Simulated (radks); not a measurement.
Spherical quantum dot in the effective-mass picture: electrons in a hard-walled sphere of radius 4.51, with a point charge +1 (a donor) at the centre, all in effective atomic units (hartree* = m*/eps^2 hartree, bohr* = eps/m* bohr), one dielectric constant everywhere. Calculated with a radial shooting solver with Libxc functionals: non-relativistic Kohn-Sham, LDA (Slater exchange, Perdew-Wang correlation), spin-polarised, spherical densities. Levels are named by radial order and angular momentum (1s, 1p, 1d, 2s, ...), and open shells are averaged over m. Results are scaled to m* = 0.569 and eps = 8.4, for which hartree* = 219.4 meV and bohr* = 0.7812 nm. Each electron was tried in the lowest free levels, single moves between levels near the top were tried too, and the lowest total energy was kept; such a search can miss a lower state. At N = 1 the Hartree and exchange-correlation terms need not cancel, so that row can carry a self-interaction error.

N                         open shells  2S  addition energy mu(N+1) - mu(N) (meV)  e(HOMO) (meV)  rms radius (nm)
1                    1s(up 1, down 0)   1                                  116.6        -53.258            1.274
2                                none   0                                  151.7         52.885            1.514
3                    1p(up 1, down 0)   1                                  60.30         195.20            1.809
4                    1p(up 2, down 0)   2                                  62.05         256.80            1.957
5                    1p(up 3, down 0)   3                                  78.07         319.12            2.052
6                    1p(up 3, down 1)   2                                  58.94         395.19            2.125
7                    1p(up 3, down 2)   1                                  60.07         454.88            2.180
8                                none   0                                  118.6         515.21            2.225
9                    1d(up 1, down 0)   1                                  58.15         632.68            2.273
10                   1d(up 2, down 0)   2                                  58.42         690.99            2.313
11                   1d(up 3, down 0)   3                                  58.55         749.49            2.346
12                   1d(up 4, down 0)   4                                  58.61         808.08            2.375
13                   1d(up 5, down 0)   5                                  73.59         866.70            2.400
14                   1d(up 5, down 1)   4                                  57.19         939.53            2.423
15                   1d(up 5, down 2)   3                                  57.45         996.87            2.443
16                   1d(up 5, down 3)   2                                  57.61         1054.4            2.462
17                   1d(up 5, down 4)   1                                  57.69         1112.1            2.479
18                               none   0                                  86.56         1169.8            2.494
19                   2s(up 1, down 0)   1                                  98.57         1269.6            2.487
20  2s(up 1, down 0) 1f(up 1, down 0)   2                                  56.75         1354.4            2.502
21  2s(up 1, down 0) 1f(up 2, down 0)   3                                  56.79         1411.2            2.517
22  2s(up 1, down 0) 1f(up 3, down 0)   4                                      -         1468.0            2.531

All shells are closed at N = 2, 8, 18 (there: 1s2 1p6 1d10); the second difference of the energy has clear peaks (12 % above both neighbours; the first and last values, which can be the largest, are not judged, and half-filled shells can peak too) at N = 2, 5, 8, 13, 19.
